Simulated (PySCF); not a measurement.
# Spinor energies of P (phosphorus, neutral)

Start: [Ne] 3s1 3p4; 3s1/2 filled at m_j = +1/2; 3p1/2 filled at m_j = +1/2; 3p3/2 filled at m_j = -1/2, +1/2, +3/2. Calculated with PySCF 2.14 in x2c-TZVPall-2c: generalised Hartree-Fock with the X2C-1e Hamiltonian and a Gaussian nucleus; one run each with spin-orbit coupling (SO) switched off, then screened by Boettger's factors. This is a chosen level, not necessarily the ground level.

| spinor shell | electrons | ε, spin-free (eV) | ε, screened SO (eV) | weight of nominal j (screened SO) | rms radius, screened SO (bohr) |
| --- | --- | --- | --- | --- | --- |
| 1s1/2 | 2 | -2183.6 | -2183.6 | 1.000 | 0.120 |
| 2s1/2 | 2 | -206.77 | -206.76 | 1.000 | 0.561 |
| 2p1/2 | 2 | -148.63 | -149.64 | 0.811 | 0.538 |
| 2p3/2 | 4 | -148.63 | -148.12 | 0.905 | 0.540 |
| 3s1/2 | 1 | -24.235 | -24.227 | 1.000 | 2.02 |
| 3p3/2 | 3 | -10.338 | -11.660 | 0.663 | 2.42 |
| 3p1/2 | 1 | -10.338 | -6.371 | 0.662 | 2.80 |

| quantity | spin-free | screened SO |
| --- | --- | --- |
| E (hartree) | -341.22893 | -341.22988 |
| M_J | 5/2 | 5/2 |
| ⟨J²⟩ | 8.783 | 8.783 |
| ⟨L²⟩ | 2.004 | 2.004 |
| ⟨S²⟩ | 3.779 | 3.778 |

Each row is a mean over spinors that exchange with the open shell spreads, by up to 1.463 eV (2p3/2).

Rows whose weight is well below 1 are mixtures of j = l ± 1/2: exchange outweighs spin-orbit coupling there, and the label is only the starting occupation.

Without spin-orbit coupling the j labels of p, d and f shells carry no meaning; the spin-free column gives the mean over the occupied spinors of each nl shell.
